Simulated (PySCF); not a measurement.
Electronic structure of Hf (hafnium, neutral) at the HSE06 level

Configuration: [Xe] 4f14 5d2 6s1 7s1, high-spin 5F determinant (an excited configuration). All numbers are calculated (PySCF 2.14, scalar relativity through the core potential, in aug-cc-pwCVTZ-PP with ECP60MDF (8s8p7d4f3g, 122 functions)).

```
Total energy                : -48.2682 hartree
One-electron energy         : -78.1425 hartree
Hartree (Coulomb) energy    : 35.6617 hartree
Exchange-correlation energy : -5.7874 hartree
⟨S²⟩                        : 6.0014
⟨L²⟩                        : 12.019
Sum of ⟨r⟩                  : 27.40 bohr
Sum of ⟨r²⟩                 : 128.9 bohr²
Time after the integrals    : of the order of 14 core-seconds
```

```tsv
shell	electrons	mean orbital energy (hartree)	rms radius, mean of both spins (bohr)
5s α	1	-2.66936	1.22
5s β	1	-2.63051	1.22
5p α	3	-1.50250	1.45
5p β	3	-1.44759	1.45
6s α	1	-0.31058	3.43
5d α	2	-0.28113	2.49
7s α	1	-0.05634	9.45
```

Energies and moments cover only the electrons outside the core potential. Spin-orbit coupling, absent here, splits the open shell strongly. The outer electron is Rydberg-like, and this basis confines it to a smaller radius and binds it less than a complete one would.
